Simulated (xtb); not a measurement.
H7NOSi2, SMILES N[SiH2]O[SiH3]. All values are semi-empirical tight-binding results from xtb (GFN2-xTB unless named), good for trends rather than for accurate numbers. Geometry: GFN2-xTB. Other conformers were not sampled.

Optimised geometry:

```xyz
11

Si     1.8888     0.0474     0.2451
O      0.4277     0.1067    -0.4399
Si    -1.1580    -0.2090    -0.5617
N     -1.8757     0.1797     0.9534
H      2.2197    -1.3440     0.5481
H      2.7742     0.6210    -0.7656
H      1.8572     0.8525     1.4674
H     -1.5489     0.6062    -1.7148
H     -1.3671    -1.6403    -0.7541
H     -1.5964     1.0298     1.4170
H     -2.8617     0.0251     1.0801
```

The geometry has at least one imaginary mode, so it is a saddle point at that level.

Estimate the properties. (An estimate is asked for; the answer gives what the named calculation found.)


```
Item                                              Value
----------------------------------------  -------------
orbital gap                                     5.52 eV
dipole moment                                    1.56 D
static polarisability (D4 model)             74.9 bohr³
solvation energy, GFN2-xTB/ALPB(water)    -1.0 kcal/mol
solvation energy, GFN2-xTB/ALPB(acetone)  -4.1 kcal/mol
```

Computed atomic charges and the Wiberg bond orders between heavy atoms:
charges (e) Si1 0.51, O2 -0.46, Si3 0.53, N4 -0.41, H5 -0.10, H6 -0.10, H7 -0.10, H8 -0.09, H9 -0.09, H10 0.16, H11 0.15. Bond orders Si1–O2 1.12, O2–Si3 1.05, Si3–N4 1.15.
